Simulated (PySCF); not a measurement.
Mo(NMe)(S)(F)(NH2) (CH5FMoN2S), SMILES C[N]=[Mo]([NH2])([F])=[S], multiplicity 1.

Coordinates come from a B3LYP-D3(BJ)/def2-SVP optimisation. The spin state was assumed, not searched. The def2 effective core potentials stand for the cores of Mo; spin–orbit coupling is left out. One conformer was computed; it need not be the lowest.

Vertical ionisation energy (IE) and electron affinity (EA) in eV. Rows of orbital energies are one-electron estimates. Where ΔSCF, EOM or ADC give a negative EA the extra electron is unbound and the value depends on the basis.

```csv
level,IE,EA
"−ε(HOMO), −ε(LUMO), CAM-B3LYP/def2-TZVP (PySCF)",8.46,1.22
"−ε(HOMO), −ε(LUMO), PBE/def2-TZVP (PySCF)",6.05,2.90
```
